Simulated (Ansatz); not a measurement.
A nudged elastic band was laid between two geometries of CH3ClO + FIn (8 atoms, charge 0, multiplicity 1).

Computed with UHF/def2-SVP (Ansatz).

```
movable images  : 7
climbing image  : yes
spring          : 5.0 eV/Å²
optimiser       : quadratic models (default)
start path      : through a guess of the saddle point
force threshold : 0.03 eV/Å
iteration limit : 60
end points      : relaxed
```

Image 0:

```xyz
8
Properties=species:S:1:pos:R:3
In -1.921 -1.718 -1.512
F 0.045 -1.151 -1.640
O 0.665 1.030 -0.383
C 0.436 0.533 0.827
H 0.600 0.319 -1.028
Cl -1.383 0.152 1.112
H 0.907 -0.425 1.025
H 0.652 1.260 1.599
```

Image 8:

```xyz
8
Properties=species:S:1:pos:R:3
In -1.827 -0.654 -1.188
F 0.820 -0.922 -2.395
O -0.011 0.167 -0.326
C 0.193 0.468 0.944
H 0.853 -0.464 -1.592
Cl -1.298 -0.055 1.983
H 1.010 -0.074 1.417
H 0.260 1.534 1.158
```

Question: Which bonds break or form, and what moves?

Answer: Bonds broken: In1–F2, O3–H5. Bonds formed: In1–O3, F2–H5. CH3ClO + FIn becomes CH2ClInO + FH.

Question: What energy profile does the band end with?

Answer: The forces met the threshold. The highest image is number 6 of 0 to 8, 60.5 kJ/mol above the first end and 15.8 kJ/mol above the last; the last end lies 44.6 kJ/mol above the first. A vibrational analysis at the climbing image gives one clearly imaginary mode, 700i cm⁻¹: a first-order saddle point. The orbitals were unrestricted but ended closed-shell.

| image | path coordinate (Å) | energy (kJ/mol) | In1–F2 (Å) | O3–H5 (Å) | In1–O3 (Å) |
| --- | --- | --- | --- | --- | --- |
| 0 | 0.00 | 0.0 | 2.05 | 0.96 | 3.94 |
| 1 | 0.44 | 1.1 | 2.05 | 0.96 | 3.78 |
| 2 | 0.88 | 3.7 | 2.05 | 0.96 | 3.59 |
| 3 | 1.32 | 6.9 | 2.05 | 0.96 | 3.35 |
| 4 | 1.77 | 10.6 | 2.05 | 0.96 | 3.05 |
| 5 | 2.21 | 23.4 | 2.11 | 0.99 | 2.61 |
| 6 | 2.65 | 60.5 | 2.34 | 1.23 | 2.40 |
| 7 | 3.45 | 45.3 | 2.85 | 1.63 | 2.20 |
| 8 | 4.26 | 44.6 | 2.92 | 1.66 | 2.17 |

Question: What is the geometry of the highest image?

Answer: 
```xyz
8
Properties=species:S:1:pos:R:3
In -1.691 -0.322 -1.665
F 0.408 -1.344 -1.753
O 0.224 0.503 -0.479
C 0.290 0.537 0.846
H 0.572 -0.512 -1.084
Cl -1.114 -0.459 1.604
H 1.176 0.069 1.268
H 0.135 1.528 1.263
```

Question: What are the harmonic wavenumbers there?

Answer: 700i, 54, 67, 173, 246, 363, 416, 642, 775, 1076, 1321, 1349, 1451, 1462, 1659, 1803, 3248, 3334 cm⁻¹.

Time of the run: 4.6 min on 2 threads of Intel(R) Xeon(R) Platinum 8488C (Sapphire Rapids), on a shared host, peak memory 0.36 GiB.
